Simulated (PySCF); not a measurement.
# Co: electron affinity

Co⁻ [Ar] 3d8 4s2 (3F) → Co [Ar] 3d7 4s2 (4F), as a difference of total energies. Computed with PySCF 2.14 in aug-cc-pVTZ, with no relativity, point nucleus. Correlated levels: valence: [Ar] frozen. The calculations carry no spin-orbit coupling.

```tsv
method	electron affinity (eV)	plus first-order spin-orbit estimate	difference from reference of that sum (eV)
UHF	-1.748	-1.757	-2.419
LDA	1.975	1.966	+1.304
PBE	1.644	1.635	+0.973
PBE0	0.919	0.910	+0.248
r2SCAN	1.273	1.263	+0.601
B3LYP	1.151	1.142	+0.480
wB97X	1.004	0.995	+0.333
M06	1.497	1.488	+0.826
B97-3	0.894	0.885	+0.223
MP2 (valence)	0.709	0.700	+0.038
SCS-MP2 (valence)	0.578	0.569	-0.093
```

Reference: 0.662 eV (measured; photodetachment measurements, as compiled on the Wikipedia data page of electron affinities).

A first-order spin-orbit estimate (lowest level to lowest level, LS coupling) adds -0.009 eV.

These non-relativistic numbers lack the scalar-relativistic shift.

Errors of the correlated levels include the incompleteness of this basis and the frozen core.

A negative affinity means that the anion lies above the atom at that level of theory.

In the anion the highest occupied orbital energy is positive at LDA, PBE, PBE0, r2SCAN, B3LYP, M06, B97-3, a self-interaction effect; the basis confines that electron, and the energy difference can still be sensible.
